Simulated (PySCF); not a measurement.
Molecule: SMILES C1(F)C[SiH2]C1, C3H7FSi.

Mapped SMILES: `[F:1][CH:2]1[CH2:3][SiH2:4][CH2:5]1`. Each H is labelled by its parent atom. Ha(C3), Ha(Si4), Ha(C5) are cis to F1 on the ring; Hb(C3), Hb(Si4), Hb(C5) are trans to F1 on the ring.

Geometry PBE0-D3(BJ)/def2-SVP throughout; GIAO in PySCF, gas phase, one conformer, non-relativistic; equivalent atoms averaged; functional PBE0.

**Question.** How do the shifts δ (against CFCl3, TMS at the same level) depend on the basis set? (ppm; last column core-seconds on shared hosts with different chips, so compare them loosely)

**Answer.** 
| basis set | functions | F1 | C2 | C3/C5 | Si4 | H(C2) | Ha(Si4) | Hb(Si4) | Ha(C3)/Ha(C5) | Hb(C3)/Hb(C5) | core-s |
| --- | --- | --- | --- | --- | --- | --- | --- | --- | --- | --- | --- |
| STO-3G | 36 | -110.9 | 66.3 | 17.5 | -36.7 | 2.46 | 2.15 | 2.08 | 1.05 | 0.66 | 1.9 |
| 6-31G | 63 | -150.2 | 81.8 | 20.9 | -40.8 | 5.18 | 4.01 | 3.84 | 1.89 | 1.79 | 3.9 |
| pcSseg-0 | 63 | -165.0 | 86.8 | 21.4 | -85.3 | 4.91 | 4.45 | 4.23 | 1.85 | 1.79 | 4.4 |
| 6-31G* | 88 | -137.3 | 81.4 | 20.3 | -34.6 | 5.09 | 4.53 | 4.39 | 1.57 | 1.67 | 5.3 |
| def2-SVP | 109 | -132.1 | 81.8 | 19.2 | -58.8 | 4.58 | 4.38 | 4.13 | 1.43 | 1.49 | 5.9 |
| cc-pVDZ | 109 | -134.4 | 83.7 | 21.7 | -54.2 | 4.80 | 4.35 | 4.06 | 1.54 | 1.63 | 8.7 |
| pcSseg-1 | 127 | -142.1 | 86.5 | 21.8 | -61.2 | 4.90 | 4.36 | 4.11 | 1.64 | 1.72 | 9.1 |
| aug-cc-pVDZ | 182 | -141.7 | 83.4 | 20.5 | -61.8 | 5.00 | 4.54 | 4.26 | 1.59 | 1.75 | 18 |
| 6-311+G(2d,p) | 185 | -152.1 | 86.1 | 21.5 | -63.3 | 4.95 | 4.60 | 4.40 | 1.56 | 1.71 | 13 |
| def2-TZVP | 203 | -146.9 | 87.8 | 21.5 | -64.4 | 4.95 | 4.66 | 4.44 | 1.50 | 1.69 | 16 |
| cc-pVTZ | 252 | -143.5 | 86.8 | 21.1 | -59.6 | 4.96 | 4.48 | 4.22 | 1.52 | 1.70 | 28 |
| IGLO-III | 254 | -150.5 | 89.3 | 22.1 | -63.3 | 5.02 | 4.54 | 4.33 | 1.56 | 1.70 | 27 |
| pcSseg-2 | 285 | -147.4 | 90.0 | 22.1 | -64.1 | 4.96 | 4.41 | 4.20 | 1.54 | 1.71 | 27 |

**Question.** Which nucleus moves most, in ppm?

**Answer.** F1 (fluorine on an sp3 carbon): from -165.0 ppm with pcSseg-0 to -110.9 ppm with STO-3G. The smallest spread is 0.84 ppm, at Ha(C3)/Ha(C5). Proton shifts span only some 12 ppm, so a few tenths of a ppm matter as much there as several ppm in carbon.

**Question.** Taking the largest basis, pcSseg-2 (285 functions), as the yardstick, rank the others by their worst heavy-atom deviation.

**Answer.** def2-TZVP 2.2 ppm (203 functions), IGLO-III 3.1 ppm (254 functions), cc-pVTZ 4.6 ppm (252 functions), 6-311+G(2d,p) 4.7 ppm (185 functions), pcSseg-1 5.2 ppm (127 functions), aug-cc-pVDZ 6.7 ppm (182 functions), cc-pVDZ 13.0 ppm (109 functions), def2-SVP 15.3 ppm (109 functions), pcSseg-0 21.1 ppm (63 functions), 6-31G 23.3 ppm (63 functions), 6-31G* 29.6 ppm (88 functions), STO-3G 36.5 ppm (36 functions).

A small basis that lands close on one nucleus may do so by chance; judge by the trend and by all nuclei.
